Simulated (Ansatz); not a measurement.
Consider the ligand exchange at the Sn–F bond: `[F][Sn]([F])([SH])[SH]` + H₂S → `[F][Sn]([SH])([SH])[SH]` + H–F.

Gas-phase electronic energies from Ansatz, PBE0-D4/def2-TZVP geometries. CCSD(T)/CBS adds triple-zeta CCSD(T) − MP2 to the extrapolated MP2 energy (def2 sets, frozen cores). This one scheme is used for every species. Functionals use def2-TZVPP. HSE06 is defined as in plane-wave codes. Elements past krypton have def2 core potentials. For Sn outer-core shells are correlated without core-valence functions, which leaves a few kJ/mol of doubt a bond. Each species was taken in one conformer, which may not be the lowest.

Question: Is it downhill or uphill in electronic energy at CCSD(T)/CBS, and by how much? (Estimate.)

Answer: The calculation gave: Downhill: ΔE = -14.9 kJ/mol.

Question: What do these levels give: LDA (SPW92), revPBE-D4, r2SCAN-D4, ωB97X-V, ωB97M-V, PBE, PBE0, r2SCAN0, HSE06, BHLYP, RPA@PBE/def2-TZVPP, CCSD/CBS(def2)? (An estimate is asked.)

Answer: The calculation gave: LDA (SPW92) -17.7, revPBE-D4 -14.3, r2SCAN-D4 -7.3, ωB97X-V -3.3, ωB97M-V -8.2, PBE -8.6, PBE0 -13.9, r2SCAN0 -12.1, HSE06 -14.6, BHLYP -1.8, RPA@PBE/def2-TZVPP -7.5, CCSD/CBS(def2) -12.4 kJ/mol.

Largest T1 diagnostic among the species: 0.014.

From r2SCAN to r2SCAN0 (25 % exact exchange), in def2-TZVPP and without D4, ΔE moves by −6.3 kJ/mol. In def2-TZVPP, CCSD(T) changes the Hartree–Fock value by −16.1 kJ/mol (the triples alone add −2.5 kJ/mol) and MP2 by −25.2 kJ/mol.
